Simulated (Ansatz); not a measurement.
Relaxation of C2H6BNS (11 atoms, charge 0, multiplicity 1), to a largest force component of 0.02 eV/Å in at most 50 steps.

Computed with UHF/cc-pVDZ in Ansatz 0.2.0.

```xyz
11
Properties=species:S:1:pos:R:3
C -0.955 0.563 0.874
C 0.385 0.031 0.623
N 1.111 0.801 -0.327
B 0.685 -0.595 -0.782
S 0.448 -1.999 -2.056
H -0.948 1.394 1.658
H -1.404 1.079 -0.049
H -1.643 -0.186 1.194
H 0.978 -0.363 1.516
H 2.166 0.667 -0.101
H -0.758 -1.449 -2.529
```

Task: Where does it end, and by what steps?

Result: The run converged. After 13 steps the energy has fallen by 1.745 eV; H11 moved furthest, 0.96 Å.

```
step  energy less start (eV)  largest force component (eV/Å)  accepted
   0                  0.0000                           4.469       yes
   1                 -0.8849                           2.205       yes
   2                 -1.1946                           0.988       yes
   3                 -1.3697                           1.008       yes
   4                 -1.5300                           1.242       yes
   5                 -1.6530                           0.709       yes
   6                 -1.7146                           0.810       yes
   7                 -1.7370                           0.225       yes
   8                 -1.7402                           0.271       yes
   9                 -1.7431                           0.271       yes
  10                 -1.7444                           0.052       yes
  11                 -1.7446                           0.063       yes
  12                 -1.7451                           0.029       yes
  13                 -1.7452                           0.014       yes
```

```xyz
11
Properties=species:S:1:pos:R:3
C -0.981 0.723 0.957
C 0.204 -0.098 0.502
N 1.214 0.582 -0.338
B 0.589 -0.465 -0.950
S 0.599 -1.471 -2.443
H -0.714 1.379 1.792
H -1.359 1.348 0.147
H -1.791 0.071 1.293
H 0.606 -0.748 1.283
H 2.134 0.882 -0.096
H -0.435 -2.261 -2.127
```

Run time: 44 s on 2 threads of AMD EPYC 7R43 64-Core Processor (Zen 3), with other jobs on the host, peak memory 0.29 GiB.
